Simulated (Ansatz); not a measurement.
# A barrier at the coupled-cluster level

Start structure (BAsNH$_{7}$O$_{2}$, singlet), relaxed at PBE0-D4/def2-TZVP:

```xyz
12
angstrom
B 0.6487 -0.6208 -0.9185
N 1.5367 -1.4390 -1.6511
O -0.2605 0.1347 -1.6038
O 0.6540 -0.5457 0.4633
H -0.5055 2.0337 2.1428
As -1.6822 1.5469 1.3199
H 2.2389 -2.0292 -1.2479
H 1.5018 -1.4662 -2.6538
H -0.8161 0.6544 -1.0110
H 1.3132 -1.0979 0.8842
H -1.9568 0.3741 2.2408
H -2.6720 2.4550 2.0349
```

The step: BNH₄O₂ ([NH2][B]([OH])[OH]) + AsH₃ → BAsH₄O₂ ([OH][B]([OH])[AsH2]) + NH₃ (still joined by a long B–N bond); bonds formed: B1–As6, N2–H5; bonds broken: H5–As6; bonds weakened to dative contacts: B1–N2. Ansatz 0.2.0; basis: def2-TZVPP and def2-QZVPP; cores frozen in the correlated methods. Filled d shells of the heavier atoms are correlated. The def2 sets are not built for correlating such inner shells, so the correlated values are less sure here. Extrapolation: Hartree–Fock as exp(−7.88 √X), correlation as X^−2.97. Energies below are by CCSD(T) at an estimated basis limit (MP2 extrapolated from triple and quadruple zeta, plus CCSD(T) − MP2 in triple zeta).

What are the electronic barrier and the energy of the step, from the start structure to the end structure? (Judge from chemistry; the value comes from the calculation.)

The calculation gives: Barrier 1.831 eV; step energy 0.708 eV (uphill); reverse barrier, their difference, 1.124 eV. Barrier and step energy count from the start structure, the reverse barrier from the end structure.

The saddle point: One imaginary mode of 491i cm⁻¹.
```json
{"pair": "B1–As6", "start (Å)": "3.89", "saddle (Å)": "3.00", "end (Å)": "2.14"}
{"pair": "N2–H5", "start (Å)": "5.53", "saddle (Å)": "1.10", "end (Å)": "1.01"}
{"pair": "B1–N2", "start (Å)": "1.41", "saddle (Å)": "1.55", "end (Å)": "1.66"}
{"pair": "H5–As6", "start (Å)": "1.52", "saddle (Å)": "2.21", "end (Å)": "3.15"}
```

Zero-point energy (harmonic, PBE0-D4): ZPE is 2.289 eV at the start and 2.302 eV at the saddle, so the barrier goes from 1.831 to 1.844 eV.

The T1 diagnostic stays at or below 0.013.

Labels in which every atom is bracketed show which atoms are joined, not bond orders.

For scale, one of the runs: CCSD(T)/def2-TZVPP, 270 basis functions, launched by `ansatz run in.yaml --threads 8 --pin off --events-out ev --progress --plain --max-ram 19148MiB`. Hardware: 8 CPU threads of an Arm Neoverse V1, shared host. Wall time 3.6 min; peak host memory 7.6 GiB.
